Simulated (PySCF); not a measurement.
C7H9O2P.
SMILES with atom numbers: `[CH3:1][P@:2](=[O:3])([OH:4])[c:5]1[cH:6][cH:7][cH:8][cH:9][cH:10]1`

Cartesian coordinates in Å at the GFN2-xTB level; atoms count from 1:
```
atom  x, y, z in Å
C1     2.5584    0.8363   -0.1622
P2     1.6363   -0.5706    0.5549
O3     2.0239   -0.9647    1.9147
O4     1.9358   -1.7511   -0.5122
C5    -0.1281   -0.1942    0.3378
C6    -0.8994    0.0262    1.4674
C7    -2.2433    0.3286    1.3354
C8    -2.8107    0.4080    0.0739
C9    -2.0379    0.1856   -1.0555
C10   -0.6937   -0.1129   -0.9260
H11    2.3222    1.7325    0.4050
H12    3.6198    0.6186   -0.0674
H13    2.2986    0.9772   -1.2060
H14    2.1133   -2.5500   -0.0128
H15   -0.4309   -0.0516    2.4371
H16   -2.8487    0.5016    2.2129
H17   -3.8602    0.6415   -0.0310
H18   -2.4858    0.2454   -2.0368
H19   -0.0793   -0.2972   -1.7952
```

Probes without a nucleus sit at each ring's centroid and 1 Å off its mean plane on both sides; NICS is minus the shielding there, NICSzz its component along the normal. Level: GIAO PBE0/pcSseg-1 (PySCF, non-relativistic, gas phase) on the GFN2-xTB geometry, one conformer.

Ring bond lengths (Å), with Mayer bond orders in brackets: C5–C6 1.385 (1.44), C6–C7 1.384 (1.42), C7–C8 1.385 (1.43), C8–C9 1.387 (1.43), C9–C10 1.383 (1.45), C10–C5 1.387 (1.38).

What do the NICS probes read (ppm)?

```
              ring                                              type  NICS(0)  NICS(1), two faces  NICS(1)zz, two faces  rms pucker (Å)  centre to ring atoms, mean (Å)
C5–C6–C7–C8–C9–C10  6-membered carbocycle; formal bonds all aromatic     -8.7       -11.7 / -11.6         -29.1 / -28.9            0.00                            1.39
```

What do they say, and how far can they be read as aromaticity?

- C5–C6–C7–C8–C9–C10: mean NICS(1)zz -29.0 ppm, shielded. The ring is flat and has no four-coordinate atom; by the NICS criterion it is aromatic.

What does the geometric index give? HOMA = 1 − mean of α(R − Ropt)² over the ring bonds, with Krygowski's 1993 parameters (CC: Ropt 1.388 Å, α 257.7 Å⁻²).

- C5–C6–C7–C8–C9–C10: HOMA 1.00 = 1 − EN − GEO, with mean bond length 1.385 Å, EN = α(Ropt − mean)² = 0.002 and GEO = α × variance = 0.000. The geometric and the magnetic index point the same way.

At the second NICS(1) probe listed for ring C5–C6–C7–C8–C9–C10, 1 Å off the ring, what do the in-plane components average?

The isotropic value is a third of the trace: (3 × -11.6 − (-28.9))/2 = -2.9 ppm.

List the ring angles and the Hirshfeld charges of the ring atoms.

- C5–C6–C7–C8–C9–C10: C5 120.4° (-0.063 e), C6 119.8° (-0.039 e), C7 119.8° (-0.043 e), C8 120.3° (-0.038 e), C9 120.0° (-0.045 e), C10 119.6° (-0.045 e); sum 720.0° against 720° for a flat convex ring.

What are the shieldings of the ring atoms and their hydrogens in the same run (means over atoms taken as equivalent)?

| atoms | environment | σ isotropic (ppm) |
| --- | --- | --- |
| C5 | substituted aromatic carbon | 45.8 |
| C6 (×2) | aromatic CH carbon | 50.9 |
| C7 (×2) | aromatic CH carbon | 53.4 |
| C8 | aromatic CH carbon | 49.6 |
| H15 (×2) | aromatic hydrogen | 23.66 |
| H16 (×2) | aromatic hydrogen | 23.97 |
| H17 | aromatic hydrogen | 23.94 |
